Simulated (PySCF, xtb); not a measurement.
C3H4N2O, SMILES C1=NC=NCO1. Atoms are numbered in the order given.

```xyz
10

C     -0.9151    -0.9441    -0.0202
N     -1.3820     0.2239    -0.2613
C     -0.4495     1.2628    -0.1034
N      0.8101     1.1361     0.0550
C      1.3308    -0.1957     0.0315
O      0.3454    -1.2459     0.2821
H     -1.5642    -1.8302    -0.0097
H     -0.8819     2.2719    -0.1062
H      2.0966    -0.3289     0.8094
H      1.7931    -0.4036    -0.9531
```

Coordinates come from a B3LYP-D3(BJ)/def2-SVP optimisation. One conformer was computed; it need not be the lowest.

These are PySCF with C-PCM-M06-2X/def2-SVP values and carry that method's errors.

The values are the electrostatic part of the solvation free energy, E(continuum) − E(gas) at the gas-phase geometry, in a cavity of scaled van der Waals radii (PySCF's table); cavitation and dispersion terms are not included. In vacuum the orbital gap is 8.16 eV. The dipole moment in vacuum is 1.47 D.

Computed values in water (ε = 78.36), 1-octanol (ε = 9.86), N,N-dimethylformamide (ε = 37.22):
```
solvent                    ε  ΔG(elec) (kcal/mol)  dipole (D)  gap (eV)
---------------------  -----  -------------------  ----------  --------
water                  78.36                 -6.2        1.96      8.18
1-octanol               9.86                 -5.6        1.90      8.18
N,N-dimethylformamide  37.22                 -6.1        1.95      8.18
```

For comparison, GFN2-xTB/ALPB(water) (xtb, at the GFN2-xTB geometry, all terms of that model) gives -4.2 kcal/mol.
